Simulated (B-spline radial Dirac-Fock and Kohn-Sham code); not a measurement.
What relativity does to the binding energies of Tm³⁴⁺

System: the Tm³⁴⁺ ion, configuration [Ar] 3d10 4s2 4p5.

Both columns are ΔSCF binding energies of the configuration average from a radial B-spline solver: non-relativistic Hartree-Fock with a point nucleus, and Dirac-Fock with a finite nucleus and the Coulomb interaction alone, averaged over the two j levels with weights 2j+1.

```
shell  Hartree-Fock (eV)  Dirac-Fock (eV)  shift (eV)  shift (%)
   1s            56928.0          61088.2    +4160.14      +7.31
   2s            10481.4          11574.7    +1093.24     +10.43
   3s             3409.6           3684.0     +274.42      +8.05
   3d             2870.5           2858.5      -12.05      -0.42
   4s             1564.9           1653.6      +88.67      +5.67
   4p             1479.1           1514.2      +35.16      +2.38
```

Relativity binds 1s, 2s, 3s, 4s, 4p more strongly, among those listed most of all 2s in relative terms, and 3d more weakly, because the contracted s and p shells screen the nucleus better.

Values without a named source are computed, but for edge energies of neutral atoms, which are taken from tables.
